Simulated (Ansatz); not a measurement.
Two members of one family (AlSb nanocrystals, H-capped) that differ in charge, which shifts all levels, computed with Ansatz in the gas phase; def2 core potentials for Sb, no spin–orbit coupling. Levels of anions in sets without diffuse functions are rough. The structures are stationary points that may keep the symmetry of their start.

First: Al5Sb5H18, cut from zinc blende, disc (singlet, charge 0, PBE-D4/def2-SVP geometry).

```xyz
28

Al    0.364    3.347    1.421
Al   -3.787    1.169    2.974
Al    2.986    1.269   -1.682
Al    1.646   -3.139   -3.463
Al   -1.281   -0.146   -0.983
Sb    0.872    1.068    0.021
Sb   -2.836   -0.659    1.169
Sb   -1.390    2.414    3.306
Sb   -0.397   -2.593   -1.723
Sb    3.373   -1.361   -2.337
H     1.694    3.793    2.195
H    -0.502    4.301    0.468
H    -4.224    0.382    4.297
H    -4.730    2.143    2.122
H     4.277    1.743   -0.859
H     2.447    1.967   -3.019
H     2.118   -4.647   -3.215
H     1.170   -2.536   -4.868
H    -2.074    0.600   -2.151
H     1.360   -0.082    1.204
H    -1.897   -1.795    2.047
H    -4.060   -1.769    0.700
H    -0.500    1.409    4.375
H    -1.683    3.663    4.449
H     0.009   -3.313   -0.220
H    -1.763   -3.589   -2.031
H     3.988   -2.147   -0.941
H     4.818   -1.491   -3.257
```

```
           level  HOMO (eV)  LUMO (eV)  gap (eV)
 PBE-D4/def2-SVP      -6.20      -2.46      3.74
PBE0-D4/def2-SVP      -7.12      -1.80      5.32
```

Second: Al7Sb6H22⁻, cut from wurtzite, disc (singlet, charge -1, PBE-D4/def2-SVP geometry).

```xyz
35

Al   -3.9879   -2.2444    0.7966
Sb   -2.9799   -1.7827    3.2834
Al   -1.8633    0.5177    4.2226
Al   -2.3453   -2.3529   -3.2450
Sb   -1.8533   -1.5355   -0.7111
Al   -0.6316    0.8304   -0.2784
Sb    0.0354    0.9201    2.3345
Al    1.6728    2.8770    3.2401
Sb    0.1191   -1.9902   -4.3434
Al    1.6182    0.2835   -4.3440
Sb    1.6679    0.8137   -1.6897
Al    3.5070    2.7595   -1.2881
Sb    3.6944    2.6759    1.4268
H    -4.2691   -3.8229    0.6523
H    -5.1648   -1.1665    0.5919
H    -4.0908   -2.3839    4.4576
H    -1.8082   -3.0113    3.5506
H    -3.0008    1.6465    4.0801
H    -1.1753    0.2022    5.6432
H    -2.6810   -3.9270   -3.2648
H    -3.3103   -1.2870   -3.9679
H    -0.6499   -2.6500   -0.1922
H    -1.5710    2.0630   -0.6919
H     1.0145   -0.4852    2.4934
H     0.9857    4.3078    2.9758
H     2.2545    2.4859    4.6885
H     0.1292   -2.6669   -5.9303
H     1.1187   -3.2081   -3.6595
H     0.7265    1.3961   -5.0902
H     3.0959   -0.0857   -4.8632
H     2.4582   -0.5757   -1.0530
H     2.8540    4.1882   -1.6400
H     4.9258    2.3175   -1.9060
H     4.5059    1.2045    1.7914
H     4.9988    3.6865    1.9296
```

Question: Estimate the same table for the second.

Answer: 
```csv
level,HOMO (eV),LUMO (eV),gap (eV)
PBE-D4/def2-SVP,-3.39,0.23,3.63
PBE0-D4/def2-SVP,-4.30,0.88,5.17
```
